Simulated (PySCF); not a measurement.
**Radial density of Ni²⁺ (nickel, charge +2)**

UHF, [Ar] 3d8, high-spin 3F determinant. All numbers are calculated (PySCF 2.14, no relativity, point nucleus, in STO-3G).

```csv
r (bohr),4πr²ρ (e/bohr),4πr²(ρα − ρβ)
0.000821,0.08292,0.0000
0.00138,0.2341,0.0000
0.00232,0.6581,0.0000
0.00391,1.829,0.0000
0.00657,4.927,0.0001
0.0111,12.17,0.0001
0.0186,24.29,0.0003
0.0313,32.42,0.0005
0.0526,30.47,0.0013
0.0885,25.60,0.0052
0.149,36.21,0.0256
0.250,29.51,0.2632
0.421,15.39,1.5818
0.708,23.58,2.7335
1.19,6.811,0.9276
2.00,0.1626,0.0176
3.37,0.01057,-0.0018
5.67,0.0004671,-0.0001
```
